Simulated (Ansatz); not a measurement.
Ideal-gas functions of ClF$_{2}$Y (`[F][Y]([F])[Cl]`) at 600 K and 1 bar, from an Ansatz frequency run at PBE0-D4/def2-TZVP.

Molar mass 162.36 g/mol, point group C2v (symmetry number 2), electronic degeneracy 1, moments of inertia 109.12, 241.38, 350.5 u Å². Harmonic wavenumbers (cm⁻¹, unscaled): 41, 102, 140, 357, 593, 603.

Use S(trans) = R[1.5 ln M + 2.5 ln T − 1.1517]; rotational temperatures θ = 24.2544 K / I; S(rot) = R[ln(√π/σ · √(T³/θAθBθC)) + 1.5]; for each mode x = 1.438777 ν̃/T, S = R[x/(eˣ − 1) − ln(1 − e⁻ˣ)] and H = RT x/(eˣ − 1); 1 cm⁻¹ = 0.0119627 kJ/mol; R = 8.31446 J/(mol·K).

Question: By hand: the entropy, in J/(mol·K).

Answer: Translation 186.9. Rotation: θ = 0.2223, 0.1005, 0.0692 K, giving 118.2. Vibration, mode by mode: 27.60, 20.04, 17.43, 9.86, 6.05, 5.94, in all 86.9. Electronic 0.0. Sum 392.0 J/(mol·K).

Question: By hand: H − E and G − E in kJ/mol, counted from the electronic energy.

Answer: Zero-point energy ½ × 1836 × 0.0119627 = 11.0; thermal vibration 21.0; translation, rotation and pV give 4 RT = 20.0. H − E = 52.0 kJ/mol, and G − E = 52.0 − 600 × 392.0/1000 = -183.2 kJ/mol.

Vibration gives 22 % of the entropy, 65.1 J/(mol·K) of it from the modes under 150 cm⁻¹: soft modes count most, and the harmonic formula is weakest for them.
